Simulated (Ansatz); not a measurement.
`Cl[SiH2][SeH]` + `[SH][GeH3]` → `Cl[SiH2][S][GeH3]` + H₂Se at 700 K and 1 bar (ligand exchange at the Si–Se bond).

Program: Ansatz. Geometries: PBE0-D4/def2-TZVP. ΔE: electronic, gas phase. CCSD(T)/CBS is the MP2 limit (def2-TZVPP, def2-QZVPP) plus CCSD(T) − MP2 in def2-TZVPP, frozen cores. For Ge, Se outer-core shells are correlated without core-valence functions, which leaves a few kJ/mol of doubt a bond. Scalar relativity is left out up to krypton. One conformer a species, not always the lowest.

```csv
species,CCSD(T)/CBS energy (Eh),H − E (kJ/mol),S (J/(mol·K))
`Cl[SiH2][SeH]`,-3151.43476,124.3,403.7
`[SH][GeH3]`,-2476.30083,133.1,357.0
`Cl[SiH2][S][GeH3]`,-3225.84041,195.6,499.9
H₂Se,-2401.89790,61.1,251.1
```

H − E and S are ideal-gas, rigid-rotor, harmonic terms from PBE0-D4/def2-TZVP, for one conformer and one mirror image of each species. 1 Eh = 2625.50 kJ/mol, R = 8.31446 J/(mol·K).

By hand: ΔE, ΔH, ΔS and ΔG.

ΔE = (-3225.84041) + (-2401.89790) − (-3151.43476) − (-2476.30083) = -0.00272 Eh = -7.1 kJ/mol. Δ(H − E) = 195.6 + 61.1 − 124.3 − 133.1 = -0.7, so ΔH = -7.8 kJ/mol. ΔS = 499.9 + 251.1 − 403.7 − 357.0 = -9.7 J/(mol·K). ΔG = -7.8 − 700 × (-9.7)/1000 = -1.0 kJ/mol.

By hand: the equilibrium constant, and the temperature at which ΔG would vanish if ΔH and ΔS stayed fixed.

log₁₀ K = −ΔG/(RT ln 10) = 0.1. ΔG = 0 at ΔH/ΔS = 804 K, though so small a ΔH makes that figure unsure.

TΔS isn't small against ΔH here. The sign of ΔG lies within the doubt. A doubt of 5 kJ/mol in ΔE shifts log₁₀ K by 0.4 here. Other conformers and mirror images would add mixing entropy, several J/(mol·K) or more a flexible species. Modes under 60 cm⁻¹, often nearly free rotors, make the harmonic entropy too high. These are equilibria of isolated gas molecules and say nothing of rates. Largest T1 diagnostic: 0.011 (customary marks: 0.02 for closed shells, 0.045 for open ones).
